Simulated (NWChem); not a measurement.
trisilane (Si₃H₈); SMILES [SiH3][SiH2][SiH3]

Computed with NWChem. Pople sets run with spherical d functions. B3LYP is NWChem's, with the RPA form of VWN correlation. Each level has its own optimisation; frequencies are unscaled. Brackets give each atom's bonded neighbours.

```json
[
 {"level": "Hartree-Fock/6-31G*", "r Si–Si (Å)": "2.357", "r H–Si [H(Si)–Si(HHHSi)] (Å)": "1.478", "r H–Si [H(Si)–Si(HHSiSi)] (Å)": "1.481", "highest harmonic frequency (cm⁻¹)": "2370", "lowest (cm⁻¹)": "77", "zero-point energy (kcal/mol)": "44.8", "dipole (D)": "0.05"},
 {"level": "B3LYP/6-31G*", "r Si–Si (Å)": "2.354", "r H–Si [H(Si)–Si(HHHSi)] (Å)": "1.489", "r H–Si [H(Si)–Si(HHSiSi)] (Å)": "1.493", "highest harmonic frequency (cm⁻¹)": "2248", "lowest (cm⁻¹)": "78", "zero-point energy (kcal/mol)": "41.9", "dipole (D)": "0.05"},
 {"level": "PBE-D3(BJ)/def2-SVP", "r Si–Si (Å)": "2.353", "r H–Si [H(Si)–Si(HHHSi)] (Å)": "(withheld)", "r H–Si [H(Si)–Si(HHSiSi)] (Å)": "(withheld)", "highest harmonic frequency (cm⁻¹)": "(withheld)", "lowest (cm⁻¹)": "82", "zero-point energy (kcal/mol)": "(withheld)", "dipole (D)": "0.07"}
]
```

Task: Complete the blanks.

Result: 
- PBE-D3(BJ)/def2-SVP, r H–Si [H(Si)–Si(HHHSi)] (Å): 1.506
- PBE-D3(BJ)/def2-SVP, r H–Si [H(Si)–Si(HHSiSi)] (Å): 1.508
- PBE-D3(BJ)/def2-SVP, highest harmonic frequency (cm⁻¹): 2171
- PBE-D3(BJ)/def2-SVP, zero-point energy (kcal/mol): 40.2
